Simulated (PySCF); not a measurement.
C4H3BF2O.
Structure used (GFN2-xTB), in Å, numbered top down from 1:
```xyz
11
C4H3BF2O angstrom
F      2.2729    1.5041    0.1979
B      2.2282    0.2051    0.0060
F      3.4143   -0.3693   -0.0893
C      0.9282   -0.6275   -0.1060
C     -0.3067   -0.1392   -0.0200
C     -1.7040   -0.5862   -0.0733
C     -2.0297    0.7017    0.1232
O     -0.7194    1.1875    0.1833
H      1.0107   -1.6932   -0.2658
H     -2.2039   -1.5186   -0.2082
H     -2.8851    1.3382    0.2262
```

The closed-shell ground state was solved at several levels (PySCF, density fitting, gas phase, non-relativistic).

```tsv
level	basis functions	total energy (Eh)	HOMO (eV)	LUMO (eV)	gap (eV)	dipole (D)
CAM-B3LYP/def2-SVPD	193	-453.5448	-8.80	-1.04	7.76	3.79
B3LYP/pcJ-1	246	-454.0431	-7.14	-2.26	4.88	3.65
```

(1) What might PBE0/pcSseg-1 (151 basis functions) give for the same quantities?

(2) Over all these levels, which gives the widest orbital gap and which the narrowest?

(3) How far do the dipole and the HOMO energy spread over the levels?

## Answers

(1) Total energy -453.5031 Eh, HOMO -7.40 eV, LUMO -2.09 eV, gap 5.31 eV, dipole 3.64 D.

(2) CAM-B3LYP/def2-SVPD (range-separated hybrid) has the widest, 7.76 eV, and B3LYP/pcJ-1 (global hybrid, 20 % exact exchange) the narrowest, 4.88 eV. Functional and basis both differ between the two, so the spread mixes both effects.

(3) The dipole runs from 3.64 to 3.79 D (mean 3.69 D) and the HOMO from -8.80 to -7.14 eV.
